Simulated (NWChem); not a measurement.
System: BHSF2; SMILES FB(S)F

The following NWChem deck was run.

```
start job
memory heap 200 mb stack 900 mb global 1100 mb
geometry units angstroms noautoz
  B      0.009338    -0.473922     0.000000
  F      1.138358    -1.162611     0.000000
  F     -1.140551    -1.130903     0.000000
  S      0.087569     1.339934     0.000000
  H     -1.247301     1.533527     0.000000
end
basis spherical
  * library def2-svp
end
dft
  xc xpbe96 cpbe96
  iterations 150
  mulliken
end
task dft energy
```

Geometry: optimised at B3LYP/6-31G* (spherical d).

Problem. What results follow from this input? (PBE/def2-SVP.) Quantities: energy (Ha); highest occupied level (eV); orbital gap (eV); dipole (D).

Solution. 
```yaml
energy (Ha): -622.78
highest occupied level (eV): -6.91
orbital gap (eV): 6.31
dipole (D): 1.25
```
